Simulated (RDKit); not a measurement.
RDKit input (MMFF94):

```python
from rdkit import Chem
from rdkit.Chem import AllChem, rdDetermineBonds

mol = Chem.MolFromXYZFile('mol.xyz')
rdDetermineBonds.DetermineBonds(mol, charge=0)
print('SMILES', Chem.MolToSmiles(Chem.RemoveHs(mol)))
ff = AllChem.MMFFGetMoleculeForceField(mol, AllChem.MMFFGetMoleculeProperties(mol))
e0 = ff.CalcEnergy()
flag = ff.Minimize(maxIts=5000, forceTol=1e-5)
print(f'energy {e0:.4f} -> {ff.CalcEnergy():.4f} kcal/mol, converged: {flag == 0}')
print(Chem.MolToXYZBlock(mol))
```
mol.xyz:
```
11

O     -1.15154700     0.57711300     1.34339500
Si    -0.29104300     0.31754200    -0.03301300
O     -1.32849800    -0.12810400    -1.22268200
O      0.46136200     1.76028800    -0.32128900
Si     1.24392100    -1.43784900     0.14231600
H     -0.84068300     1.27281100     1.92913900
H     -2.15882400     0.35160700    -1.30524300
H      1.02332200     1.83542700    -1.09670900
H      0.56170300    -2.73283600     0.37254600
H      2.16973200    -1.17818300     1.27306800
H      2.05391400    -1.53891900    -1.09843700
```

Output:

```
SMILES O[Si](O)(O)[SiH3]
energy -15.2842 -> -18.3064 kcal/mol, converged: True
11

O     -1.159364    0.821928    1.104172
Si    -0.124713    0.409916   -0.116990
O     -1.025766    0.288228   -1.497130
O      0.912672    1.679710   -0.324231
Si     1.024892   -1.586609    0.351672
H     -0.821408    1.514077    1.695507
H     -1.972575    0.138152   -1.342243
H      1.074629    1.913768   -1.252642
H      0.065959   -2.720615    0.473016
H      1.777987   -1.462897    1.631433
H      1.991046   -1.896761   -0.739473
```

The geometry given is a B3LYP-D3(BJ)/def2-TZVP minimum.
